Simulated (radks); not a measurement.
Values are calculated unless marked as measured or tabulated.
All-electron atom: Sn3+ in [Kr] 4d10 7f1 (not the ground configuration).

Level of theory: scalar-relativistic Kohn-Sham, PBE, spin-polarised, spherical densities, point nucleus; open shells are filled with parallel spins first (spin-orbit coupling, left out, can overturn this in heavy ions) (a radial shooting solver on a logarithmic mesh with Libxc functionals).

Energy parts (eV):
part                       energy
total                 -168002.644
kinetic                175413.474
electron-nucleus      -404431.925
Hartree                 65471.275
exchange-correlation    -4455.467

Orbitals (lengths in bohr, moments of r in powers of bohr; r(90%) holds 90 % of the orbital's charge):
| orbital | occ. | eigenvalue (eV) | r(90%) |
|---|---|---|---|
| 1s up | 1 | -29054.68 | 0.0522 |
| 1s down | 1 | -29054.68 | 0.0522 |
| 2s up | 1 | -4420.014 | 0.194 |
| 2s down | 1 | -4420.015 | 0.194 |
| 2p up | 3 | -3971.896 | 0.178 |
| 2p down | 3 | -3971.897 | 0.178 |
| 3s up | 1 | -885.0505 | 0.499 |
| 3s down | 1 | -885.0477 | 0.499 |
| 3p up | 3 | -738.6125 | 0.507 |
| 3p down | 3 | -738.6097 | 0.507 |
| 3d up | 5 | -513.2144 | 0.496 |
| 3d down | 5 | -513.2123 | 0.496 |
| 4s up | 1 | -173.4751 | 1.18 |
| 4s down | 1 | -173.4559 | 1.18 |
| 4p up | 3 | -129.1936 | 1.30 |
| 4p down | 3 | -129.1709 | 1.30 |
| 4d up | 5 | -64.8694 | 1.65 |
| 4d down | 5 | -64.8390 | 1.65 |
| 7f up | 1 | -4.7627 | 19.7 |

The highest occupied level is 7f up at -4.763 eV. The density falls to 0.001 e/bohr^3 at r = 2.78 bohr.
